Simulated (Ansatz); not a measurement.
Basis sets compared for the cluster Ag₄H₄⁺. Charge 1, multiplicity 2. Geometry r2SCAN-D4/def2-SVP. Ansatz on 4 threads of Intel Xeon on a shared host; times are rough, and most runs start from earlier orbitals.

Cartesian coordinates in Å:
```
Ag 1.4849 0.3460 -0.9357
Ag -1.9270 -0.3850 1.2457
Ag -0.3505 -1.6638 -0.5575
Ag 0.3981 2.1609 0.7668
H -1.7997 -1.9475 0.3823
H 1.7792 1.9710 -0.3554
H -0.7000 0.8132 0.9215
H 1.1151 -1.2949 -1.4676
```

In the def2 sets Ag takes a core potential; there is no spin–orbit coupling. No other spin state of charge 1 was run. Another isomer (doublet) lies 0.17 eV lower at PBE0-D4/def2-TZVP; other spin states weren't run for this one.

```json
{"level": "PBE-D4/def2-SVP", "functions": "144", "energy (Eh)": "-590.0290", "HOMO (eV)": "-10.33", "LUMO (eV)": "-9.94", "wall time": "7.5 s"}
{"level": "PBE0-D4/def2-SVP", "functions": "144", "energy (Eh)": "-589.9505", "HOMO (eV)": "-11.40", "LUMO (eV)": "-9.40", "wall time": "13 s"}
```

Question: Estimate the rows for PBE-D4/def2-TZVP (with forces), PBE0-D4/def2-TZVP.

Answer: 
```
                         level  functions  energy (Eh)  HOMO (eV)  LUMO (eV)  wall time
PBE-D4/def2-TZVP (with forces)        184    -590.1854     -10.34      -9.95       10 s
             PBE0-D4/def2-TZVP        184    -590.0999     -11.40      -9.39       17 s
```
